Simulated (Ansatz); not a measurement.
Relaxation of [AuF4]- (AuF4⁻) with UKS PBE0-D4/def2-SVPD.

```sh
$ ansatz run in.yaml --threads 2 --pin off --events-out ev --progress --plain --max-ram 4352MiB
```

```yaml
crystal:
  periodic: [false, false, false]
  atoms:
    - {symbol: Au, position_ang: [-0.000002, -0.000003, -0.000030]}
    - {symbol: F, position_ang: [1.933276, -0.027055, 0.004808]}
    - {symbol: F, position_ang: [0.027037, 1.933264, 0.008255]}
    - {symbol: F, position_ang: [-1.933280, 0.027054, -0.004792]}
    - {symbol: F, position_ang: [-0.027031, -1.933269, -0.008242]}
basis:
  gaussian: {orbitals: def2-SVPD}
total_charge: -1
magnetization: {spin_polarized: true, initial_magnetization: 2}
hamiltonian: {xc: pbe0, dispersion: d4}
scf: {lower_state_search: "off"}
output: {orbitals: {seedname: orbitals}}
relax: {f_tol: 0.02, max_steps: 100}
```

Hardware: 2 threads of Arm Neoverse V1 on a shared host. Wall time 13 s.

Positions (Å) and forces (eV/Å) at steps 1, 2, 3 of 3:

```xyz
5
step=1 energy=-14541.9697 eV
Au    0.000    0.000    0.000    0.000    0.000    0.000
F     1.933   -0.027    0.005    1.902   -0.027    0.005
F     0.027    1.933    0.008    0.027    1.902    0.008
F    -1.933    0.027   -0.005   -1.902    0.027   -0.005
F    -0.027   -1.933   -0.008   -0.027   -1.902   -0.008
5
step=2 energy=-14542.2555 eV
Au    0.000    0.000    0.000    0.000    0.000    0.000
F     2.004   -0.028    0.005    0.238   -0.003    0.001
F     0.028    2.004    0.009    0.003    0.238    0.001
F    -2.004    0.028   -0.005   -0.238    0.003   -0.001
F    -0.028   -2.004   -0.009   -0.003   -0.238   -0.001
5
step=3 energy=-14542.2615 eV
Au    0.000    0.000    0.000    0.000    0.000    0.000
F     2.015   -0.028    0.005    0.020    0.000    0.000
F     0.028    2.015    0.009    0.000    0.020    0.000
F    -2.015    0.028   -0.005   -0.020    0.000    0.000
F    -0.028   -2.015   -0.009    0.000   -0.020    0.000
```

In the def2 sets Au takes a core potential; there is no spin–orbit coupling. At PBE0-D4/def2-SVPD a singlet of charge -1 lies 2.48 eV below the triplet, each at its own geometry.
